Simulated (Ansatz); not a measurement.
**Pulling the pair apart**

The pair of SiH₄ (SMILES [SiH4], atoms 1–5) and SO₂ (SMILES O=S=O, atoms 6–8), both closed shells, in one local arrangement (a lower one may exist), relaxed at PBE0-D4/def2-TZVP:

Si1  (-0.143, 0.010, -1.386)
H2  (-1.045, 0.885, -0.598)
H3  (-0.644, -1.386, -1.361)
H4  (1.230, 0.064, -0.825)
H5  (-0.109, 0.490, -2.793)
O6  (-0.205, -1.087, 1.823)
S7  (0.262, -0.140, 2.791)
O8  (0.656, 1.163, 2.350)
(Å)

SO₂ is shifted rigidly along the line between the mean atom positions of the two fragments (negative: closer). Counterpoise interaction energies in kcal/mol. Program: Ansatz 0.2.0. Basis: def2-TZVPPD. Cores are frozen in the correlated methods.

```json
{"shift (Å)": "-0.34", "PBE0-D4": "-0.59", "HF": "2.07", "MP2": "-0.33"}
{"shift (Å)": "-0.17", "PBE0-D4": "-1.07", "HF": "1.03", "MP2": "-0.84"}
{"shift (Å)": "0.00", "PBE0-D4": "-1.24", "HF": "0.45", "MP2": "-1.01"}
{"shift (Å)": "0.17", "PBE0-D4": "-1.23", "HF": "0.12", "MP2": "-1.02"}
{"shift (Å)": "0.41", "PBE0-D4": "-1.08", "HF": "-0.08", "MP2": "-0.90"}
{"shift (Å)": "0.85", "PBE0-D4": "-0.71", "HF": "-0.16", "MP2": "-0.61"}
{"shift (Å)": "1.70", "PBE0-D4": "-0.23", "HF": "-0.09", "MP2": "-0.25"}
{"shift (Å)": "3.39", "PBE0-D4": "0.03", "HF": "-0.03", "MP2": "-0.05"}
```

At the largest shift the D4 term itself is slightly repulsive (PBE0-D4 +2.1 meV): a quirk of that model, not of the functional.

What does CCSD(T) give at these shifts? (Judge from chemistry; the value comes from the calculation.)

The calculation gives: -0.27, -0.81, -1.01, -1.02, -0.91, -0.61, -0.25, -0.05 kcal/mol. For zero shift, CCSD(T) at an estimated basis limit (MP2 extrapolated from triple and quadruple zeta, plus CCSD(T) − MP2 in triple zeta) gives -1.19 kcal/mol. These are counterpoise interaction energies, counted from the two frozen fragments.

No T1 diagnostic of these runs exceeds 0.019. The restricted Hartree–Fock reference is unstable towards an unrestricted one here.

For scale, one of the runs: CCSD(T)/def2-TZVPPD, 247 basis functions, launched by `ansatz run in.yaml --threads 4 --pin off --events-out ev --progress --plain --max-ram 9574MiB`. Hardware: 4 CPU threads of an Arm Neoverse V1, shared host. Wall time 110 s; peak host memory 4.8 GiB.
